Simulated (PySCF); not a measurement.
InO (SMILES [O]=[In]), doublet, at a GFN2-xTB geometry (such geometries of metal compounds can be far from the true shape) (core potentials on In); CAMB3LYP/def2-SVP in PySCF.

The PySCF input:
```python
from pyscf import gto, scf, dft

mol = gto.M(
    atom='''
In   -0.000000   -0.000000   -0.259256
O     0.000000    0.000000    1.587945
''',
    basis='def2-svp',
    ecp={'In': 'def2-svp'},
    charge=0,
    spin=1,
    verbose=4,
)

mf = dft.UKS(mol)
mf.xc = 'camb3lyp'
mf.conv_tol_grad = 1e-3
mf.kernel()
mf.analyze()
```

What the program printed (banner, timings and long lists left out):

```
PySCF version 2.14.0

[INPUT] verbose = 4
[INPUT] num. atoms = 2
[INPUT] num. electrons = 29
[INPUT] charge = 0
[INPUT] spin (= nelec alpha-beta = 2S) = 1
[INPUT] symmetry False subgroup None
[INPUT] Mole.unit = angstrom
[INPUT] Symbol           X                Y                Z      unit          X                Y                Z       unit  Magmom
[INPUT]  1 In     0.000000000000   0.000000000000  -0.259256000000 AA    0.000000000000   0.000000000000  -0.489922836150 Bohr   0.0
[INPUT]  2 O      0.000000000000   0.000000000000   1.587945000000 AA    0.000000000000   0.000000000000   3.000781150872 Bohr   0.0

nuclear repulsion = 48.1278276887897
number of shells = 16
number of NR pGTOs = 85
number of NR cGTOs = 40
basis = def2-svp
ecp = {'In': 'def2-svp'}

******** <class 'pyscf.dft.uks.UKS'> ********
method = UKS
initial guess = minao
damping factor = 0
level_shift factor = 0
DIIS = <class 'pyscf.scf.diis.CDIIS'>
diis_start_cycle = 1
diis_space = 8
diis_damp = 0
SCF conv_tol = 1e-09
SCF conv_tol_grad = 0.001
SCF max_cycles = 50
direct_scf = True
direct_scf_tol = 1e-13
number electrons alpha = 15  beta = 14
XC library pyscf.dft.libxc version 7.1.2
    S. Lehtola, C. Steigemann, M. J. T. Oliveira, and M. A. L. Marques,  SoftwareX 7, 1–5 (2018)
XC functionals = camb3lyp
    T. Yanai, D. P. Tew, and N. C. Handy,  Chem. Phys. Lett. 393, 51 (2004)
radial grids:
    Treutler-Ahlrichs [JCP 102, 346 (1995); DOI:10.1063/1.469408] (M4) radial grids

becke partition: Becke, JCP 88, 2547 (1988); DOI:10.1063/1.454033
pruning grids: <function nwchem_prune>
grids dens level: 3
symmetrized grids: False
atomic radii adjust function: <function treutler_atomic_radii_adjust>
small_rho_cutoff = 0
tot grids = 35960
init E= -244.125109738466

cycle= 1 E= -264.781015170022  delta_E= -20.7  |g|= 1.03  |ddm|= 8.48
cycle= 2 E= -264.863052608123  delta_E= -0.082  |g|= 0.887  |ddm|= 2.46
cycle= 3 E= -265.063936547131  delta_E= -0.201  |g|= 0.512  |ddm|= 0.925
cycle= 4 E= -265.181258377615  delta_E= -0.117  |g|= 0.0234  |ddm|= 0.407
cycle= 5 E= -265.18184822794  delta_E= -0.00059  |g|= 0.0125  |ddm|= 0.0812
cycle= 6 E= -265.182016117526  delta_E= -0.000168  |g|= 0.00278  |ddm|= 0.0253
cycle= 7 E= -265.182053881932  delta_E= -3.78e-05  |g|= 0.00139  |ddm|= 0.0148
cycle= 8 E= -265.182064613112  delta_E= -1.07e-05  |g|= 0.000487  |ddm|= 0.0101
cycle= 9 E= -265.182065256916  delta_E= -6.44e-07  |g|= 9.38e-05  |ddm|= 0.00264
cycle= 10 E= -265.182065265408  delta_E= -8.49e-09  |g|= 1.86e-05  |ddm|= 0.000217
cycle= 11 E= -265.182065265892  delta_E= -4.84e-10  |g|= 6.55e-06  |ddm|= 7.19e-05
Extra cycle  E= -265.182065265876  delta_E= 1.58e-11  |g|= 1.14e-05  |ddm|= 1.57e-05
converged SCF energy = -265.182065265876  <S^2> = 0.76587397  2S+1 = 2.0158115
**** SCF Summaries ****
Total Energy =                        -265.182065265875735
Nuclear Repulsion Energy =              48.127827688789694
One-electron Energy =                 -534.763391313720263
Two-electron Energy =                  221.453498359054834
Two-electron Coulomb Energy =          246.695662491706884
DFT Exchange-Correlation Energy =      -25.242164132652064
**** MO energy ****
                             alpha | beta                alpha | beta
MO #1   energy= -19.1890579083795  | -19.1701551616605  occ= 1 | 1
MO #2   energy= -4.75163021427442  | -4.75019401759294  occ= 1 | 1
MO #3   energy= -3.15542297324319  | -3.15480123758963  occ= 1 | 1
MO #4   energy= -3.15542297324318  | -3.15480123758961  occ= 1 | 1
MO #5   energy= -3.15454899767563  | -3.15146572895093  occ= 1 | 1
MO #6   energy= -0.988500517991167 | -0.944550625205128 occ= 1 | 1
MO #7   energy= -0.837756246289826 | -0.836466118539116 occ= 1 | 1
MO #8   energy= -0.837756246289822 | -0.836465975001147 occ= 1 | 1
MO #9   energy= -0.836820049461004 | -0.835814081600636 occ= 1 | 1
MO #10  energy= -0.836819929038084 | -0.835814081600618 occ= 1 | 1
MO #11  energy= -0.811188555763881 | -0.79119321449128  occ= 1 | 1
MO #12  energy= -0.459885859714568 | -0.378934698951554 occ= 1 | 1
MO #13  energy= -0.346229795818955 | -0.324278287543777 occ= 1 | 1
MO #14  energy= -0.346229795818942 | -0.324278287543765 occ= 1 | 1
MO #15  energy= -0.322601251128489 | -0.097680531088681 occ= 1 | 0
MO #16  energy= -0.0144533798493898 | -0.00710696983151823 occ= 0 | 0
MO #17  energy= -0.0144533798493874 | -0.00710696983151708 occ= 0 | 0
MO #18  energy= 0.0637457761471261 | 0.0767697075398281 occ= 0 | 0
MO #19  energy= 0.18111706602809   | 0.187669592930078  occ= 0 | 0
MO #20  energy= 0.217835556977054  | 0.218732285214958  occ= 0 | 0
MO #21  energy= 0.217835556977083  | 0.218732285214977  occ= 0 | 0
MO #22  energy= 0.307224920708226  | 0.338820747604963  occ= 0 | 0
MO #23  energy= 0.388075640068774  | 0.388935729714782  occ= 0 | 0

spin_pop of  0 In 4s       -0.00002
spin_pop of  0 In 5s        0.14690
spin_pop of  0 In 6s        0.00325
spin_pop of  0 In 7s       -0.00127
spin_pop of  0 In 4px       0.00008
spin_pop of  0 In 4py      -0.00011
spin_pop of  0 In 4pz      -0.00011
spin_pop of  0 In 5px       0.02318
spin_pop of  0 In 5py      -0.00001
spin_pop of  0 In 5pz      -0.00001
spin_pop of  0 In 6px       0.01297
spin_pop of  0 In 6py      -0.01816
spin_pop of  0 In 6pz      -0.01816
spin_pop of  0 In 7px       0.07563
spin_pop of  0 In 7py       0.00003
spin_pop of  0 In 7pz       0.00003
spin_pop of  0 In 4dxy     -0.00281
spin_pop of  0 In 4dyz      0.00387
spin_pop of  0 In 4dz^2    -0.00281
spin_pop of  0 In 4dxz     -0.00005
spin_pop of  0 In 4dx2-y2    0.00000
spin_pop of  0 In 5dxy      0.00152
spin_pop of  0 In 5dyz      0.01105
spin_pop of  0 In 5dz^2     0.00152
spin_pop of  0 In 5dxz      0.00005
spin_pop of  0 In 5dx2-y2   -0.00000
spin_pop of  1 O 1s       -0.00000
spin_pop of  1 O 2s       -0.00074
spin_pop of  1 O 3s        0.00472
spin_pop of  1 O 2px       0.02115
spin_pop of  1 O 2py       0.02115
spin_pop of  1 O 2pz       0.71502
spin_pop of  1 O 3px      -0.00151
spin_pop of  1 O 3py      -0.00151
spin_pop of  1 O 3pz       0.00454
spin_pop of  1 O 3dxy      0.00000
spin_pop of  1 O 3dyz     -0.00010
spin_pop of  1 O 3dz^2     0.00081
spin_pop of  1 O 3dxz     -0.00010
spin_pop of  1 O 3dx2-y2    0.00000
In total            15.00000 | 14.00000
Dipole moment(X, Y, Z, Debye): -0.00000,  0.00000, -3.43030
```
